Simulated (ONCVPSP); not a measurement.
# Varying the ONCV potential for argon

Base potential:

Ar, optimised norm-conserving Vanderbilt (ONCV), made with ONCVPSP 4.0.1 (PBE, scalar-relativistic). Core [Ne], reference 3s2 3p6. Waves: 3s: rc 1.30 bohr, ncon 3, nbas 6, qcut 4.5 1/bohr, 1 projector; 3p: rc 1.20 bohr, ncon 3, nbas 7, qcut 7.3 1/bohr, 1 projector; d scattering state at 0.4 Ha: rc 1.40 bohr, ncon 4, nbas 9, qcut 7.1 1/bohr, 2 projectors, debl 3.3 Ha. Local part: polynomial inside 1.20 bohr (lpopt 5, dvloc0 0 Ha). Core correction: Teter function fitted to the true core (icmod 2), fcfact 0.7.

All-electron outer shells of the reference configuration (PBE, scalar-relativistic, ld1.x):

```
shell  level (eV)  outermost node (bohr)  outermost maximum (bohr)
   2s     -296.99                   0.12                      0.34
   2p     -229.89                      –                      0.28
   3s      -24.29                   0.52                      1.17
   3p      -10.27                   0.49                      1.30
```

Cutoffs, loose and tight: the cutoffs (Ha) at which the residual kinetic energy of the hardest occupied pseudo-wave falls to 1 and 0.1 mHa per electron. They do not see the model core or the augmentation charge, which bear on the density cutoff. Test errors are all-electron minus pseudo excitation energies from the reference, over the configurations 3s2 3p5; 3s2 3p4; 3s2 3p3; 3s1 3p6. A dash means not determined; rows that change the core or the reference have their own tests.

```csv
change,outcome,"cutoff, loose","cutoff, tight",bound ghosts,GHOST(+) flags above zero,largest test error (meV)
base,generated,48 Ha,82 Ha,none,none,+143
p: qcut 8.3,generated,48 Ha,82 Ha,none,none,+143
"local potential polynomial inside 1.20 bohr (lpopt 5, dvloc0 -0.5 Ha)",generated,48 Ha,82 Ha,none,none,+148
d: nproj 3,generated,48 Ha,82 Ha,none,none,+143
"all radii but the core radius scaled by about 0.82 (s 1.06, p 0.98, d 1.14 bohr); local potential polynomial inside 0.98 bohr (lpopt 5, dvloc0 0 Ha)",generated,65 Ha,161 Ha,none,s,+109
d: debl 0.55,generated,48 Ha,82 Ha,none,none,+143
"core correction Teter function fitted to the true core (icmod 2), fcfact 0.86",generated,48 Ha,82 Ha,none,none,+143
"core correction polynomial model core, fcfact 0.3",generated,48 Ha,82 Ha,none,none,+140
d: qcut 4.1,generated,48 Ha,82 Ha,none,none,+143
s: qcut 4.2; p: qcut 6.8; d: qcut 6.6,generated,50 Ha,86 Ha,none,none,+149
```

(1) What comes out with this change to the base: s: rc 1.54?

(2) What comes out with this change to the base: d: rc 1.2, qcut 8.3, nproj 0; local potential the d channel?

(3) What comes out with this change to the base: s: ncon 5, nbas 8?

## Answers

(1) outcome: generated; cutoff, loose: 22 Ha; cutoff, tight: 52 Ha; bound ghosts: none; GHOST(+) flags above zero: none; largest test error (meV): +195.

(2) outcome: generated; cutoff, loose: 48 Ha; cutoff, tight: 82 Ha; bound ghosts: none; GHOST(+) flags above zero: s; largest test error (meV): +184.

(3) outcome: generated; cutoff, loose: 73 Ha; cutoff, tight: 92 Ha; bound ghosts: none; GHOST(+) flags above zero: none; largest test error (meV): +113.
